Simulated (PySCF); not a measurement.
Ligands exchanged one at a time, Ge NH2-OCH3. Gas-phase values, no solvent. One relaxed conformer stands for each flexible species; it need not be the lowest. Strings in code marks are SMILES.

The four lowest singlet excitations (Tamm–Dancoff). All values below come from PBE-D3(BJ)/def2-TZVP // r2SCAN-D4/def2-SVP run with PySCF 2.14.0. Excitations are Tamm–Dancoff values on a coarser integration grid. The basis has no diffuse functions, so Rydberg states are missing or too high.

```tsv
state	energy (eV)	wavelength (nm)	oscillator strength
S1	5.62	221	0.004
S2	5.81	213	0.009
S3	5.91	210	0.016
S4	6.11	203	0.046
```

### Question
Name which member gives these states.
A. `[NH2][Ge]([NH2])([NH2])[NH2]`
B. `C[O][Ge]([NH2])([O]C)[O]C`
C. `C[O][Ge]([NH2])([NH2])[NH2]`

### Answer
B, `C[O][Ge]([NH2])([O]C)[O]C`
